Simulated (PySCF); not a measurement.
Bonds (- single, = double, # triple, : aromatic): C1=C2, C2-C3, C3-C4, C4-O5, O5-C6, C6-C7, C7=O8, C7-Si9, Si9-C3. C1 carries H10, H11; C2 carries H12; C3 carries H13; C4 carries H14, H15; C6 carries H16, H17; Si9 carries H18, H19. Stereochemistry as in C=C[C@@H]1COCC(=O)[SiH2]1. H15, H17, H18 are cis to C2 on the ring; H10 is cis to C3; H14, H16, H19 are trans to C2 on the ring; H11 is trans to C3.

No solvent model, one conformer, non-relativistic. σ from GIAO-PBE0/pcSseg-1; geometry: GFN2-xTB; PySCF 2.14.

Referencing at the same level of theory: $^{13}$C vs TMS.

Do the $^{13}$C shifts follow the atomic charges (in e)? Tabulate both.

Results:


```
atoms  hybridisation  δ (ppm)  σ para (ppm)  Hirshfeld    IAO  Mulliken  ESP-fitted
   C7            sp2    249.3          -318      +0.07  +0.13     -0.05       +0.43
   C2            sp2    148.6          -218      -0.04  -0.13     -0.18       -0.02
   C1            sp2    119.0          -185      -0.11  -0.33     -0.14       -0.54
   C6            sp3     90.7          -148      -0.01  -0.11     +0.09       -0.08
   C4            sp3     74.6          -134      +0.00  -0.05     +0.10       -0.16
   C3            sp3     37.0          -103      -0.12  -0.40     -0.54       -0.11
```

Correlation coefficients of δ with charge over these carbons: Hirshfeld +0.68, IAO +0.73, Mulliken +0.30, ESP-fitted +0.65; with the paramagnetic shielding -1.00. With so few points, grouped by hybridisation, these coefficients are fragile. Charge is one influence among several: hybridisation and low-lying excitations act through the paramagnetic term.

Shifts are as computed. Against solution values, carbons near 30 ppm lie about +3 ppm off and those near 130 ppm about +5 ppm. Of 1309 compounds with measured shifts, 239 miss one by over three times the rms of a fit or turn the order of signals round; such compounds aren't used in these exercises.
